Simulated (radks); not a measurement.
Task: Zr2+, 38 electrons, occupied as [Kr] 4d2. Method: Dirac Kohn-Sham, PBE, spin-unpolarised, spherical densities, point nucleus; open shells fill j = l - 1/2 first; computed with a radial shooting solver on a logarithmic mesh with Libxc functionals. Some entries of the table are withheld. Estimate them.

| orbital | occ. | eigenvalue (eV) | <r> (bohr) | <r^2> (bohr^2) |
|---|---|---|---|---|
| 1s1/2 | 2 | -17831.89 | (1) | 0.001853 |
| 2s1/2 | 2 | -2482.778 | 0.1623 | 0.03111 |
| 2p1/2 | 2 | -2273.907 | 0.1387 | 0.02360 |
| 2p3/2 | 4 | -2188.046 | 0.1430 | 0.02498 |
| 3s1/2 | 2 | -419.0278 | 0.4582 | 0.2409 |
| 3p1/2 | 2 | -341.2752 | 0.4549 | 0.2414 |
| 3p3/2 | 4 | -327.6060 | 0.4654 | 0.2524 |
| 3d3/2 | 4 | (2) | 0.4504 | 0.2455 |
| 3d5/2 | 6 | (3) | 0.4540 | 0.2493 |
| 4s1/2 | 2 | -68.9001 | 1.213 | 1.667 |
| 4p1/2 | 2 | -48.0622 | 1.344 | 2.069 |
| 4p3/2 | 4 | -46.2836 | 1.374 | 2.162 |
| 4d3/2 | 2 | -17.3536 | 2.002 | (4) |
| 4d5/2 | 0 | -17.1986 | 2.017 | (5) |

Result: 
(1) 1s1/2 <r> (bohr): 0.03706
(2) 3d3/2 eigenvalue (eV): -190.5611
(3) 3d5/2 eigenvalue (eV): -188.0642
(4) 4d3/2 <r^2> (bohr^2): 4.778
(5) 4d5/2 <r^2> (bohr^2): 4.851
